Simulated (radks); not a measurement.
Values are calculated unless marked as measured or tabulated.
Cd I, configuration [Kr] 4d10 5s2. Level of theory: scalar-relativistic Kohn-Sham, PBE, spin-unpolarised, spherical densities, point nucleus (a radial shooting solver on a logarithmic mesh with Libxc functionals).

Local quantities along the radius. ELF = 1/(1 + alpha^2) is the electron localisation function; alpha = (tau - tau_W)/tau_unif compares the Pauli kinetic energy density with that of the uniform gas; 4 pi r^2 rho is in e/bohr; s = |grad rho|/(2 (3 pi^2)^(1/3) rho^(4/3)) is the reduced gradient. tau is taken from the large components.

| r (bohr) | ELF | alpha | 4 pi r^2 rho | s |
|---|---|---|---|---|
| 0.001398 | 0.999 | 0.02271 | 2.431 | 0.6542 |
| 0.00188 | 0.999 | 0.02325 | 4.040 | 0.5891 |
| 0.002508 | 0.999 | 0.02457 | 6.522 | 0.5456 |
| 0.003345 | 0.999 | 0.02696 | 10.32 | 0.5181 |
| 0.004461 | 0.999 | 0.03101 | 15.90 | 0.5048 |
| 0.005998 | 0.999 | 0.03804 | 23.87 | 0.5047 |
| 0.007999 | 0.998 | 0.05000 | 33.80 | 0.5183 |
| 0.01067 | 0.995 | 0.07219 | 44.94 | 0.5472 |
| 0.01423 | 0.986 | 0.1172 | 55.10 | 0.5937 |
| 0.01913 | 0.953 | 0.2231 | 61.13 | 0.6594 |
| 0.02552 | 0.815 | 0.4757 | 60.39 | 0.7225 |
| 0.03403 | 0.493 | 1.014 | 55.19 | 0.7074 |
| 0.04539 | 0.314 | 1.479 | 53.38 | 0.5060 |
| 0.06103 | 0.465 | 1.073 | 62.44 | 0.2982 |
| 0.0814 | 0.715 | 0.6317 | 75.76 | 0.3211 |
| 0.1086 | 0.735 | 0.6008 | 75.71 | 0.4603 |
| 0.1448 | 0.448 | 1.109 | 60.02 | 0.5347 |
| 0.1947 | 0.335 | 1.410 | 53.38 | 0.2899 |
| 0.2597 | 0.657 | 0.7218 | 62.50 | 0.2442 |
| 0.3463 | 0.765 | 0.5540 | 55.21 | 0.4716 |
| 0.4619 | 0.417 | 1.182 | 29.16 | 0.7493 |
| 0.621 | 0.231 | 1.827 | 17.88 | 0.3306 |
| 0.8283 | 0.710 | 0.6388 | 20.39 | 0.2806 |
| 1.105 | 0.719 | 0.6251 | 15.98 | 0.5415 |
| 1.473 | 0.476 | 1.050 | 7.979 | 0.8081 |
| 1.981 | 0.275 | 1.623 | 3.293 | 0.9932 |
| 2.642 | 0.302 | 1.520 | 1.453 | 1.162 |
| 3.524 | 0.467 | 1.069 | 0.5891 | 1.643 |
| 4.7 | 0.624 | 0.7770 | 0.1724 | 2.846 |
| 6.319 | 0.679 | 0.6882 | 0.02815 | 6.240 |
| 8.428 | 0.571 | 0.8660 | 0.002217 | 17.62 |

On this mesh the ELF has minima near r = 0.045, 0.17, 0.53, 2.3 bohr, which separate the shells, and maxima near 0.0012 (1.00), 0.094 (0.76), 0.35 (0.77), 0.96 (0.76), 6.3 (0.68).
